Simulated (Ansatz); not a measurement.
Reaction (formal exchange of groups at the Se–Si bond): `F[Si](F)([SeH])[SeH]` + CH₄ → `C[SeH]` + `F[SiH](F)[SeH]`

Computed with Ansatz on PBE0-D4/def2-TZVP structures; ΔE is electronic, products minus reactants. CCSD(T)/CBS adds triple-zeta CCSD(T) − MP2 to the extrapolated MP2 energy (def2 sets, frozen cores). This one scheme is used for every species. DFT in def2-TZVPP. B3LYP here is the variant with VWN-RPA as its local correlation; programs differ in this. For Se outer-core shells are correlated without core-valence functions, which leaves a few kJ/mol of doubt a bond. Scalar relativity is left out up to krypton. One conformer a species, not always the lowest.

CCSD(T)/CBS gives +28.8 kcal/mol.

Question: Another level gave +28.0 kcal/mol. Which?
A. B3LYP-D4/def2-TZVPP
B. ωB97X-V/def2-TZVPP
C. r2SCANh-D4/def2-TZVPP
D. B3LYP/def2-TZVPP

Answer: B. ωB97X-V 28.0, B3LYP 26.9, B3LYP-D4 29.0, r2SCANh-D4 30.2 kcal/mol.

Largest T1 diagnostic among the species: 0.011.

Leaving LDA and LC-ωPBE aside and taking each functional with its dispersion term where it has one, the values, not all of them listed here, spread over 2.7 kcal/mol, from B2PLYP to r2SCAN-D4. LDA lies +1.4 kcal/mol from PBE without D4. The D4 term adds +2.1 kcal/mol with B3LYP and +1.2 kcal/mol with PBE0; it sums over pairs of atoms, weighted by their polarisabilities, and B3LYP, whose exchange is more repulsive, gets the larger term. At CCSD(T), def2-SVP lies −1.6 kcal/mol from the extrapolated value and def2-TZVPP −1.5 kcal/mol.
